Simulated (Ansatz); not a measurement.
System: dichloro(dimethoxy)silane, C$_{2}$H$_{6}$Cl$_{2}$O$_{2}$Si, net charge 0, singlet state. 
Geometry from a B3LYP-D3(BJ)/def2-TZVP (Ansatz, a first-principles code) optimisation:
SMILES: CO[Si](Cl)(Cl)OC
```xyz
13

C     -2.4389     1.2487    -0.3828
O     -1.5927     0.1397    -0.6830
Si    -0.0924    -0.0662    -0.1361
Cl    -0.0684    -0.1533     1.9211
Cl     0.5932    -1.8451    -0.8622
O      0.8420     1.1623    -0.6171
C      2.2162     1.3588    -0.2982
H     -3.3866     1.0814    -0.8908
H     -1.9951     2.1793    -0.7406
H     -2.6146     1.3195     0.6926
H      2.3562     1.4276     0.7825
H      2.8229     0.5397    -0.6899
H      2.5309     2.2916    -0.7622
```

Property: vertical triplet-singlet gap (E(triplet) - E(singlet); each state is the SCF solution reached for its spin; for the triplet T1 is 0.071), in kJ/mol. Cores are frozen in the correlated levels unless marked. UHF or UKS for open shells. Spin-orbit coupling is left out. No relativistic terms. Basis-set limits of correlation are two-point, X^-3; Hartree-Fock from the larger set.

| level | program | vertical triplet-singlet gap (kJ/mol) |
|---|---|---|
| HF/aug-cc-pV(D+d)Z | Ansatz | 735.7 |
| HF/aug-cc-pV(T+d)Z | Ansatz | 731.6 |
| HF/aug-cc-pV(Q+d)Z | Ansatz | 730.9 |
| SVWN5/def2-TZVPD | Ansatz | 627.8 |
| PBE/def2-TZVPD | Ansatz | 631.7 |
| r2SCAN/def2-TZVPD | Ansatz | 690.0 |
| B3LYP/def2-TZVPD | Ansatz | 701.9 |
| PBE0/def2-TZVPD | Ansatz | 719.8 |
| BHLYP/def2-TZVPD | Ansatz | 780.8 |
| CAM-B3LYP/def2-TZVPD | Ansatz | 760.9 |
| wB97M-V/def2-TZVPD | Ansatz | 775.8 |
| wB97X-V/def2-TZVPD | Ansatz | 801.7 |
| B2PLYP/def2-TZVPD | Ansatz | 761.7 |
| MP2/aug-cc-pV(D+d)Z | Ansatz | 837.0 |
| RI-MP2/aug-cc-pV(T+d)Z | Ansatz | 848.5 |
| RI-MP2/aug-cc-pV(Q+d)Z | Ansatz | 854.8 |
| RI-MP2/CBS(aug-cc-pV(T+d)Z,aug-cc-pV(Q+d)Z) | Ansatz | 860.0 |
| SCS-MP2/aug-cc-pV(D+d)Z | Ansatz | 837.0 |
| CCSD/aug-cc-pV(D+d)Z | Ansatz | 778.6 |
| CCSD(T)/aug-cc-pV(D+d)Z | Ansatz | 770.3 |
